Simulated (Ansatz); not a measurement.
Geometry optimisation, RKS r2SCAN-D4/def2-SVP (Ansatz 0.2.0).

Input file:

```yaml
crystal:
  periodic: [false, false, false]
  atoms:
    - { symbol: I, position_ang: [-2.6705, -0.436, 0.9384] }
    - { symbol: C, position_ang: [-0.4065, 0.1621, 0.7965] }
    - { symbol: C, position_ang: [0.4029, -1.0116, 0.3376] }
    - { symbol: C, position_ang: [0.8853, -0.4128, -0.8019] }
    - { symbol: C, position_ang: [0.0053, 0.8221, -0.5537] }
    - { symbol: H, position_ang: [-0.0685, 0.7066, 1.6963] }
    - { symbol: H, position_ang: [0.6787, -1.9707, 0.8152] }
    - { symbol: H, position_ang: [1.4826, -0.7099, -1.6343] }
    - { symbol: H, position_ang: [0.5846, 1.7703, -0.3759] }
    - { symbol: H, position_ang: [-0.17841, -1.93268, 0.29536] }
basis:
  gaussian: { orbitals: def2-SVP }
hamiltonian:
  xc: r2scan
  dispersion: d4
relax:
  f_tol: 0.02
  max_steps: 50
output:
  orbitals: {}
```

Command:

```bash
$ ansatz run input.yaml --threads 2 --pin off --max-ram 3072MiB --backend cpu --events-out ev --progress --plain --runs-dir out
```

Q: Where does it end, and by what steps?

A: It converged. After 11 steps the energy has fallen by 4.014 eV; H9 moved furthest, 0.53 Å.

```json
{"step": "0", "energy less start (eV)": "0.0000", "largest force component (eV/Å)": "4.556", "accepted": "yes"}
{"step": "1", "energy less start (eV)": "-1.9370", "largest force component (eV/Å)": "4.325", "accepted": "yes"}
{"step": "2", "energy less start (eV)": "-3.3120", "largest force component (eV/Å)": "4.063", "accepted": "yes"}
{"step": "3", "energy less start (eV)": "-3.8027", "largest force component (eV/Å)": "1.930", "accepted": "yes"}
{"step": "4", "energy less start (eV)": "-3.9163", "largest force component (eV/Å)": "1.092", "accepted": "yes"}
{"step": "5", "energy less start (eV)": "-3.9956", "largest force component (eV/Å)": "0.417", "accepted": "yes"}
{"step": "6", "energy less start (eV)": "-4.0081", "largest force component (eV/Å)": "0.207", "accepted": "yes"}
{"step": "7", "energy less start (eV)": "-4.0123", "largest force component (eV/Å)": "0.078", "accepted": "yes"}
{"step": "8", "energy less start (eV)": "-4.0114", "largest force component (eV/Å)": "0.142", "accepted": "no"}
{"step": "9", "energy less start (eV)": "-4.0131", "largest force component (eV/Å)": "0.044", "accepted": "yes"}
{"step": "10", "energy less start (eV)": "-4.0136", "largest force component (eV/Å)": "0.044", "accepted": "yes"}
{"step": "11", "energy less start (eV)": "-4.0137", "largest force component (eV/Å)": "0.011", "accepted": "yes"}
```

```xyz
10
Properties=species:S:1:pos:R:3
I -2.577 0.032 0.918
C -0.378 0.048 0.827
C 0.297 -1.264 0.325
C 0.876 -0.382 -0.760
C 0.227 0.730 -0.356
H -0.083 0.404 1.826
H 1.007 -1.733 1.028
H 1.592 -0.583 -1.564
H 0.173 1.763 -0.711
H -0.419 -2.027 -0.020
```

Run time: 45 s on 2 threads of Arm Neoverse V2, on a shared host, peak memory 0.17 GiB.
